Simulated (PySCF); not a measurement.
Compound: C6H3BrN2Se.
Bonds: Br1–C2, C2–C3 (aromatic), C3–C4 (aromatic), C4–C5 (aromatic), C5–N6 (aromatic), N6–Se7 (aromatic), Se7–N8 (aromatic), N8–C9 (aromatic), C9–C10 (aromatic), C2–C10 (aromatic), C5–C9 (aromatic). Hydrogens: H11 on C3; H12 on C4; H13 on C10.

Method: PBE0-D3(BJ)/def2-SVP geometry optimisation, gas phase in PySCF 2.14.0; density fitting, grid level 2; the optimiser is geomeTRIC in internal coordinates, started from a GFN2-xTB structure.

Step 0: E = -144596.3625 eV
```
atom  x, y, z in Å  |  force x, y, z in eV/Å
Br1     3.3255   -1.0306   -0.0529   -0.246   0.098   0.004
C2      1.5256   -0.4211   -0.0268    0.538  -0.640   0.015
C3      1.3038    0.9738   -0.0986   -0.151   0.283  -0.006
C4      0.0377    1.4775   -0.0850    0.224   0.090  -0.017
C5     -1.0505    0.5830   -0.0003   -0.899  -0.142   0.036
N6     -2.3342    0.9213    0.0205    0.143   1.264  -0.071
Se7    -3.3020   -0.5292    0.1327   -0.018   0.004   0.002
N8     -1.9067   -1.5815    0.1491    0.562  -1.109   0.042
C9     -0.8080   -0.8384    0.0725   -0.892  -0.124   0.038
C10     0.5118   -1.3307    0.0584    0.375  -0.050  -0.009
H11     2.1570    1.6318   -0.1633    0.334   0.282  -0.028
H12    -0.1535    2.5372   -0.1379   -0.063   0.471  -0.026
H13     0.6891   -2.3926    0.1137    0.092  -0.427   0.020
```

Task: Estimate the geometry and energy of step 1. (The exact step hangs on the optimiser's Hessian estimate; all steps are aligned on step 0, rigid shifts and turns removed.)

Result: E = -144596.4443 eV, largest force 0.217 eV/Å
```
atom  x, y, z in Å  |  force x, y, z in eV/Å
Br1     3.3200   -1.0229   -0.0507    0.091  -0.040   0.003
C2      1.5349   -0.4362   -0.0256   -0.077   0.090  -0.009
C3      1.3042    0.9793   -0.0977    0.096  -0.028  -0.001
C4      0.0386    1.4843   -0.0880   -0.073   0.056  -0.006
C5     -1.0727    0.5877   -0.0033    0.187   0.051   0.008
N6     -2.3375    0.9659    0.0197   -0.121  -0.176   0.007
Se7    -3.2994   -0.5278    0.1379   -0.067  -0.015   0.002
N8     -1.8948   -1.6226    0.1522   -0.174   0.130  -0.009
C9     -0.8255   -0.8505    0.0707    0.175   0.013   0.007
C10     0.5168   -1.3420    0.0569   -0.013  -0.064  -0.002
H11     2.1685    1.6440   -0.1598   -0.028  -0.012  -0.002
H12    -0.1521    2.5580   -0.1423    0.010  -0.033   0.003
H13     0.6944   -2.4167    0.1122   -0.006   0.029  -0.002
```

The energy changes by -0.0818 eV. The first-order estimate −F·Δx gives -0.1939 eV and the mean of the old and new forces, exact on a quadratic surface, -0.0839 eV. The step makes an angle of 23° with the force vector and moves no atom by more than 0.045 Å.

The cost below is that of the whole optimisation. On AMD EPYC 9R14, one thread, on a shared host, this took 92 s and 1.0 GiB of memory at its peak.
